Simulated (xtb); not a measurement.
CaF (SMILES [F][Ca]), doublet, from a rough starting geometry (GFN-xTB shapes and energies of metal compounds can be far from the true ones) (the spin is typed, not shown lowest); GFN2-xTB run with xtb.

The xtb input:
```
$ xtb mol.xyz --gfn 2 --uhf 1 --opt vtight --json

# file mol.xyz
2

Ca    -0.48363853    -0.41922148    -0.64634377
F      0.45420439     0.43755445     0.70096370
```

### Question
What does xtb print? Leave out banner, timings and long lists.

### Answer

```
   ID    Z sym.   atoms
    1   20 Ca     1
    2    9 F      2

           -------------------------------------------------
          |                Calculation Setup                |
           -------------------------------------------------

           -------------------------------------------------
          |                 G F N 2 - x T B                 |
           -------------------------------------------------

          ...................................................
          :                      SETUP                      :
          :.................................................:
          :  # basis functions                  14          :
          :  # atomic orbitals                  13          :
          :  # shells                            5          :
          :  # electrons                         9          :
          :  max. iterations                   250          :
          :  Hamiltonian                  GFN2-xTB          :
          :  restarted?                      false          :
          :  GBSA solvation                  false          :
          :  PC potential                    false          :
          :  electronic temp.          300.0000000     K    :
          :  accuracy                    1.0000000          :
          :  -> integral cutoff          0.2500000E+02      :
          :  -> integral neglect         0.1000000E-07      :
          :  -> SCF convergence          0.1000000E-05 Eh   :
          :  -> wf. convergence          0.1000000E-03 e    :
          :  Broyden damping             0.4000000          :
          :  net charge                          0          :
          :  unpaired electrons                  1          :
          ...................................................

 iter      E             dE          RMSdq      gap      omega  full diag
   1     -3.6588887 -0.365889E+01  0.173E+01    1.38       0.0  T
   2     -5.1297342 -0.147085E+01  0.110E+01    5.07       1.0  T
   3     -5.1798519 -0.501178E-01  0.763E+00    4.76       1.0  T
   4     -5.1943025 -0.144506E-01  0.781E+00    4.69       1.0  T
   5     -5.2239312 -0.296287E-01  0.310E+00    4.80       1.0  T
   6     -5.2197907  0.414051E-02  0.437E+00    4.52       1.0  T
   7     -5.2258685 -0.607775E-02  0.403E+00    4.54       1.0  T
   8     -5.2420692 -0.162007E-01  0.405E-01    4.70       1.0  T
   9     -5.2423438 -0.274579E-03  0.168E-01    4.68       1.0  T
[...]
         :: total energy              -5.235856330930 Eh    ::
 * total energy  :    -5.2358563 Eh     change       -0.1933032E-10 Eh
 * total energy  :    -5.2358568 Eh     change       -0.4237030E-06 Eh
 * total energy  :    -5.2358570 Eh     change       -0.1985311E-06 Eh
 * total energy  :    -5.2358570 Eh     change       -0.1257039E-10 Eh
   *** GEOMETRY OPTIMIZATION CONVERGED AFTER 4 ITERATIONS ***
         :: total energy              -5.235856953196 Eh    ::
[...]
         6                         -0.1385870              -3.7711 (LUMO)
         7                         -0.1385870              -3.7711
         8                         -0.0480417              -1.3073
         9                          0.0040663               0.1107
        10                          0.0040663               0.1107
        11                          0.0428903               1.1671
        12                          0.0428903               1.1671
        13                          0.4168052              11.3418
      -------------------------------------------------------------
                  HL-Gap            0.1716800 Eh            4.6717 eV
             Fermi-level           -0.2926819 Eh           -7.9643 eV

     #   Z          covCN         q      C6AA      α(0)
     1  20 Ca       0.606     0.490  1386.114   147.242
     2   9 F        0.606    -0.490    14.760     4.532

 Mol. C6AA /au·bohr⁶  :       1568.610188
 Mol. C8AA /au·bohr⁸  :     216978.005972
 Mol. α(0) /au        :        151.773631

Wiberg/Mayer (AO) data.
largest (>0.10) Wiberg bond orders for each atom

 ---------------------------------------------------------------------------
     #   Z sym  total        # sym  WBO       # sym  WBO       # sym  WBO
 ---------------------------------------------------------------------------
     1  20 Ca   0.927 --     2 F    0.927
     2   9 F    0.927 --     1 Ca   0.927
 ---------------------------------------------------------------------------

Topologies differ in total number of bonds
Writing topology from bond orders to xtbtopo.mol

molecular dipole:
                 x           y           z       tot (Debye)
 q only:       -0.870      -0.794      -1.249
   full:       -0.984      -0.899      -1.414       4.939
molecular quadrupole (traceless):
                xx          xy          yy          xz          yz          zz
 q only:        0.127       0.011       0.013      -0.015      -0.094      -0.139
  q+dip:        0.062       0.261      -0.112       0.374       0.251       0.050
   full:        0.332      -0.562       0.307      -0.920      -0.931      -0.638

optimized geometry written to: xtbopt.xyz

           -------------------------------------------------
          | TOTAL ENERGY               -5.235856953196 Eh   |
          | GRADIENT NORM               0.000000152760 Eh/α |
          | HOMO-LUMO GAP               4.671650711805 eV   |
           -------------------------------------------------
```
